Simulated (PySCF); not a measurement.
Molybdenum: a sound run and one with changed settings

Sound run: Mo [Kr] 4d5 5s1, Mo⁺ [Kr] 4d5. All numbers are calculated (PySCF 2.14, scalar relativity through the core potential, in cc-pVTZ-PP with ECP28MDF (5s5p4d2f1g, 63 functions)). In the sound run the correlated levels freeze 4s2 4p6 outside the core potential. The sound run starts from symmetry-adapted Hartree-Fock orbitals and uses a fine grid where one is needed.

Changed run: initial guess minao, at most 50 SCF cycles, level shift 0.5 hartree.

```
species  method  sound run (hartree)  changed run (hartree)  converged
     Mo     UHF            -67.34504              -67.34504        yes
     Mo    PBE0            -67.87781              -67.87781        yes
     Mo   B3LYP            -67.89504              -67.89504        yes
     Mo     MP2            -67.42379              -67.40262        yes
    Mo⁺     UHF            -67.11560              -67.11560        yes
    Mo⁺    PBE0            -67.61161              -67.61161        yes
    Mo⁺   B3LYP            -67.62760              -67.62760        yes
    Mo⁺     MP2            -67.17442              -67.16070        yes
```

Ionisation energy of Mo:

| method | sound run (eV) | changed run (eV) |
| --- | --- | --- |
| UHF | 6.244 | 6.244 |
| PBE0 | 7.244 | 7.244 |
| B3LYP | 7.277 | 7.277 |
| MP2 | 6.786 | 6.583 |
| SCS-MP2 | 6.424 | 6.357 |

A level shift leaves the converged SCF energy unchanged but raises the virtual orbital energies, which shrinks MP2 if it is not removed.

For comparison, NIST gives 7.092 eV between the lowest levels.
